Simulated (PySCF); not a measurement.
Ligands exchanged one at a time, Sn OH-C2H5. All species are isolated molecules in the gas phase. One relaxed conformer stands for each flexible species; it need not be the lowest. Strings in code marks are SMILES.

The four lowest singlet excitations (Tamm–Dancoff). The numbers are results of B3LYP-D3(BJ)/def2-TZVP // B3LYP-D3(BJ)/def2-SVP (PySCF 2.14.0), not measurements. B3LYP has the VWN-RPA correlation part, as in Gaussian. Excitations are Tamm–Dancoff values on a coarser integration grid. The basis has no diffuse functions, so Rydberg states are missing or too high.

```
state  energy (eV)  wavelength (nm)  oscillator strength
-----  -----------  ---------------  -------------------
S1            5.73              216                0.167
S2            5.89              211                0.036
S3            5.90              210                0.037
S4            6.89              180                0.055
```

Question: Which member gives these states?
A) `C[CH2][Sn]([CH2]C)([CH2]C)[CH2]C`
B) `[OH][Sn]([OH])([OH])[OH]`
C) `C[CH2][Sn]([OH])([OH])[OH]`
D) `C[CH2][Sn]([OH])([OH])[CH2]C`

Answer: C, `C[CH2][Sn]([OH])([OH])[OH]`
